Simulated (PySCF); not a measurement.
## Simulated absorption spectrum

C6H15N.
SMILES: `CN(C)C(C)(C)C`

Computed with PySCF 2.14.0, density-fitted response routines, TDDFT CAM-B3LYP/def2-SVPD, vertical, gas phase, core orbitals frozen in the response. Geometry: PBE0-D3(BJ)/def2-SVP; no solvent, vibrations or thermal averaging. Torsions of this conformer, `[CH3:1][N:2]([CH3:3])[C:4]([CH3:5])([CH3:6])[CH3:7]`: C1–N2–C4–C5 -66°.

Computed states:

```tsv
state	E (eV)	f
S1	5.87	0.0043
S2	6.71	0.0054
S3	6.74	0.019
S4	6.99	0.032
S5	7.28	0.013
S6	7.60	0.0019
S7	7.75	0.034
S8	7.88	0.019
S9	8.09	0.0015
S10	8.40	0.0027
```

Broadening: Gaussians 0.25 eV wide at half height, area fixed by f = 4.319×10⁻⁹ ∫ε dν̃. The width is an assumption, not a result. The curve ends short of the highest state used, and states not computed would add to its high-energy end.

**Question.** What does the envelope look like, and where are its maxima?

**Answer.** 
E (eV), ε (L mol⁻¹ cm⁻¹) and a bar:
```
     5.49          1 
     5.53          3 
     5.57         10 
     5.62         32 
     5.66         71 
     5.70        136 #
     5.74        228 #
     5.78        332 ##
     5.83        434 ###
     5.87        458 ###
     5.91        420 ###
     5.95        334 ##
     5.99        230 #
     6.04        119 #
     6.08         59 
     6.12         26 
     6.16         10 
     6.20          3 
     6.25          1 
     6.29          1 
     6.33          2 
     6.37          7 
     6.41         24 
     6.46         90 #
     6.50        221 #
     6.54        474 ###
     6.58        885 #####
     6.62       1438 #########
     6.66       2041 ############
     6.71       2640 ################
     6.75       2863 #################
     6.79       2883 ##################
     6.83       2859 #################
     6.87       2960 ##################
     6.92       3301 ####################
     6.96       3559 ######################
     7.00       3576 ######################
     7.04       3260 ####################
     7.08       2713 ################
     7.13       2037 ############
     7.17       1708 ##########
     7.21       1584 ##########
     7.25       1552 #########
     7.29       1472 #########
     7.34       1210 #######
     7.38        916 ######
     7.42        645 ####
     7.46        490 ###
     7.50        514 ###
     7.55        866 #####
     7.59       1441 #########
     7.63       2261 ##############
     7.67       3222 ####################
     7.71       4131 #########################
     7.76       4858 ##############################
     7.80       4938 ##############################
```

Maxima: 211 nm (5.87 eV), ε about 460, made up of S1 (100%); 183 nm (6.77 eV), ε about 2900, made up of S2 (17%), S3 (69%) and S4 (14%) (hardly more than a shoulder); 178 nm (6.98 eV), ε about 3600, made up of S4 (94%); 159 nm (7.79 eV), ε about 5000, made up of S7 (69%) and S8 (30%) (ε in L mol⁻¹ cm⁻¹; maxima over ε = 5, shares over 10%).

**Question.** On this curve, what absorbance would a 10⁻⁵ mol/L sample give at 193 nm over a 1 cm path?

**Answer.** 193 nm is 6.424 eV, where ε is about 36 L mol⁻¹ cm⁻¹, so A = ε c l ≈ 0.00036 (Beer–Lambert, with the gas-phase spectrum and the assumed width).

**Question.** What would ε be at 7.79 eV, the highest of these maxima, with half the width (0.125 eV)?

**Answer.** About 6670 L mol⁻¹ cm⁻¹ against 4960, a factor of about 1.3; a lone state at its own centre would give exactly 2.

**Question.** Coming from long wavelengths, where does ε first pass 100 L mol⁻¹ cm⁻¹?

**Answer.** At about 218 nm (5.68 eV), 0.18 eV below S1.

The vertical ionisation energy is 7.92 eV (ΔSCF), so S9 and higher lie in the continuum; a finite Gaussian basis only mimics such states.
